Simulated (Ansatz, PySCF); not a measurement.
C2H3N3, triplet, geometry from GFN2-xTB (a higher spin typed on purpose: for a closed-shell molecule this is an excited state). Base run: MP2/STO-3G in PySCF.

PySCF was given this input:
```python
from pyscf import gto, scf, mp

mol = gto.Mole()
mol.atom = '''
    C     1.171013    0.004751   -0.092470
    N     0.446365    1.083380   -0.115987
    C    -0.856665    0.747767    0.092638
    N    -0.942221   -0.666660    0.207449
    N     0.377843   -1.083067    0.014059
    H     2.229201   -0.057500   -0.215749
    H    -1.680901    1.382009   -0.145967
    H    -1.608295   -1.175186   -0.377944
'''
mol.basis = 'sto-3g'
mol.charge = 0
mol.spin = 2
mol.verbose = 3
mol.build()

mf = scf.UHF(mol)
mf.kernel()

pt = mp.MP2(mf)
pt.kernel()
print('E(MP2) = %.10f' % pt.e_tot)
```

The same geometry, method and basis name were run in Ansatz (a first-principles code) and PySCF, at each program's defaults and at the settings that a row names. The base is PySCF at its defaults. Differences at the defaults can come from grids, fitting, cores and function types together. The rows with settings made alike still differ; the cause (another SCF solution, basis table, core potential or functional code) wasn't traced.

```
code and settings                                                                 ΔE vs base (mEh)  basis functions      E (Eh)  SCF cycles  SCF-reference dipole (D)               outcome
--------------------------------------------------------------------------------  ----------------  ---------------  ----------  ----------  ------------------------  --------------------
PySCF, defaults (exact integrals, spherical functions, all electrons correlated)             0.000               28  -237.84935          21                      1.36             converged
Ansatz, defaults (factorised integrals, spherical functions, frozen core)                   23.841               28  -237.82551           -                         -  another SCF solution
PySCF, frozen core                                                                           1.470               28  -237.84788          21                      1.36             converged
Ansatz, high accuracy, frozen core                                                          23.822               28  -237.82553           -                         -  another SCF solution
```

A guess, shift, damping, solver or small numerical setting can't move a converged solution much, so rows marked as another SCF solution ended in a different state.

Open shells are given as the SCF converged; they aren't shown to be the lowest states, and a large step between rows can be another state.
